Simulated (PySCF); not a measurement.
Compound: C5H11BrSi2.
Cartesian coordinates in Å at the PBE0-D3(BJ)/def2-SVP level; atoms count from 1:
```xyz
19
C5H11BrSi2 angstrom
C     -3.0586    0.4651   -1.6165
C     -2.0695   -0.2626   -1.0774
C     -2.1404   -0.8449    0.3032
Si    -0.5159   -0.5364   -2.0828
Br    -0.1968   -2.7414   -2.3356
C      0.9769    0.1673   -1.2016
C      2.0099   -0.5342   -0.7057
Si     3.4549    0.2280    0.2124
H     -2.9955    0.8769   -2.6289
H     -3.9810    0.6769   -1.0614
H     -2.0189   -1.9400    0.2694
H     -1.3245   -0.4608    0.9380
H     -3.0987   -0.6171    0.7940
H     -0.6809    0.0623   -3.4377
H      0.9656    1.2604   -1.0657
H      2.0060   -1.6247   -0.8524
H      4.7393   -0.0599   -0.4974
H      3.2540    1.7061    0.2995
H      3.5566   -0.3424    1.5915
```

Method used: PBE0-D3(BJ)/def2-SVP geometry optimisation, gas phase in PySCF 2.14.0.

Masses are those of the commonest isotopes; rigid-rotor values at the optimised geometry. The values belong to one conformer with, in the numbering `[CH2:1]=[C:2]([CH3:3])[Si@H:4]([Br:5])/[CH:6]=[CH:7]/[SiH3:8]`, C1–C2–Si4–Br5 -122°, C2–Si4–C6–C7 114°.

What are A, B and C (MHz)?

Ia = 484.19, Ib = 899.96, Ic = 1217.75 u·Å²; 505379 MHz·u·Å²/I gives A = 1044, B = 561.6, C = 415.0 MHz.

Classify the top.

An asymmetric top. Ray's parameter κ = (2B − A − C)/(A − C) = -0.534; −1 is the prolate and +1 the oblate limit.

Is it planar, by Δ = Ic − Ia − Ib?

Not planar: Δ = Ic − Ia − Ib = -166.40 u·Å². For a rigid frame Δ = −2 Σ m c², so Σ m c² = 83.20 u·Å² lies off the ab plane: 24.27 from hydrogen and 58.93 from heavier atoms. The atom farthest from that plane is 2.21 Å away.

Give the other two planar moments, Paa and Pbb, and the rms extents of the mass along the axes.

Paa = Σ m a² = (Ib + Ic − Ia)/2 = 816.76 and Pbb = Σ m b² = (Ia + Ic − Ib)/2 = 400.99 u·Å². With the mass M = 205.96 u, the rms extents √(P/M) along a, b and c are 1.99, 1.40, 0.64 Å.

Which lines would a microwave search look for?

The dipole components are |μa| = 0.10 D, |μb| = 1.78 D, |μc| = 0.03 D. The squared components, which scale the intensities, stand as 0.00 : 1.00 : 0.00 (a : b : c). Some lines, for components of 0.1 D or more:

```csv
type,branch,"J(Ka,Kc)",MHz,lower level (cm⁻¹)
a,Q,"4(2,2) ← 4(2,3)",374,0.399
a,Q,"2(1,1) ← 2(1,2)",440,0.109
b,Q,"4(2,2) ← 4(1,3)",1374,0.366
b,R,"2(0,2) ← 1(1,1)",1442,0.049
b,Q,"2(2,1) ← 2(1,2)",1886,0.109
b,Q,"4(2,3) ← 4(1,4)",2441,0.318
b,R,"3(0,3) ← 2(1,2)",2457,0.109
b,Q,"4(3,1) ← 4(2,2)",2515,0.412
a,R,"3(0,3) ← 2(0,2)",2822,0.097
b,Q,"4(3,2) ← 4(2,3)",2864,0.399
b,R,"4(1,3) ← 3(2,2)",2884,0.270
a,R,"3(2,2) ← 2(2,1)",2930,0.172
a,R,"3(2,1) ← 2(2,0)",3038,0.173
b,R,"3(1,3) ← 2(0,2)",3058,0.097
b,R,"4(0,4) ← 3(1,3)",3432,0.199
b,R,"2(2,1) ← 1(1,0)",3546,0.054
b,R,"2(2,0) ← 1(1,1)",3721,0.049
b,R,"4(1,4) ← 3(0,3)",3801,0.191
b,Q,"4(4,1) ← 4(3,2)",3846,0.495
a,R,"4(3,2) ← 3(3,1)",3954,0.363
a,R,"4(3,1) ← 3(3,0)",3975,0.363
a,R,"4(2,2) ← 3(2,1)",4121,0.274
b,R,"3(2,2) ← 2(1,1)",4376,0.124
b,R,"3(3,1) ← 2(2,0)",5695,0.173
b,R,"4(2,2) ← 3(1,3)",6380,0.199
b,R,"4(4,0) ← 3(3,1)",7801,0.363
```

No PBE0-D3(BJ)/def2-SVP frequencies stand behind this structure, so it isn't proved a minimum. Constants of a rigid frame at the computed geometry: no zero-point averaging, no centrifugal distortion. A rigid rotor knows nothing of internal rotation, which can split or shift real lines. Quadrupole hyperfine structure (79Br) is left out.

Cost: about 2.4 min of CPU time on one thread; the machine was shared, so the figure is rough. This is the geometry optimisation.
